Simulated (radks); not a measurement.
Problem. The helium ion He+, 1s1. All-electron calculation, non-relativistic Kohn-Sham, exchange-only B88, spin-polarised, spherical densities, point nucleus. Program: a radial shooting solver on a logarithmic mesh with Libxc functionals. Every spin shell is full or empty, so the densities are truly spherical. Functionals are evaluated on that one density, not self-consistently. Rank these orbital-free kinetic functionals by their error against the exact value of the orbitals, and give that value: Thomas-Fermi, TF + vW/9, LC94, APBEK, Thakkar, Pearson, LKT, PG1, Ernzerhof.

Solution. Exact: 1.99513 hartree. From best to worst, with 100 (|E| - |E exact|)/|E exact| (equal figures are ties): APBEK +1.85, LC94 +1.99, Thakkar +2.20, TF + vW/9 +2.46, Pearson -2.57, Ernzerhof +6.27, Thomas-Fermi -8.65, PG1 +54.80, LKT +62.18.
